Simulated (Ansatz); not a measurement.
Molecule: CH2Br, net charge 0, doublet state. It need not be the lowest isomer of its formula. SMILES: [CH2]Br
Geometry from a B3LYP-D3(BJ)/def2-TZVP (Ansatz, a first-principles code) optimisation:
```xyz
4

C     -1.4125    -0.4603     0.0643
Br     0.3501     0.1141    -0.0159
H     -1.8885    -0.4830     1.0293
H     -1.8881    -0.7477    -0.8575
```
Charge 0, spin multiplicity 2.

Computed values are from Ansatz. Valence correlation only, unless marked. UHF or UKS for open shells. Spin-orbit coupling is left out. Frozen are the shells of the preceding noble gas and the d and f shells that filled before the atom's block. Non-relativistic. Basis-set limits of correlation are two-point, X^-3; Hartree-Fock from the larger set.

```json
{
  "atomisation energy De": "1152.3 kJ/mol at CCSD(T)/CBS(cc-pVTZ,cc-pVQZ)",
  "total_energy": "-2611.8622 Eh at CCSD(T)/CBS(cc-pVTZ,cc-pVQZ)",
  "dipole_moment": "0.99 D at CCSD(T)/aug-cc-pVDZ",
  "T1 diagnostic": "0.018 at CCSD/def2-QZVPP"
}
```
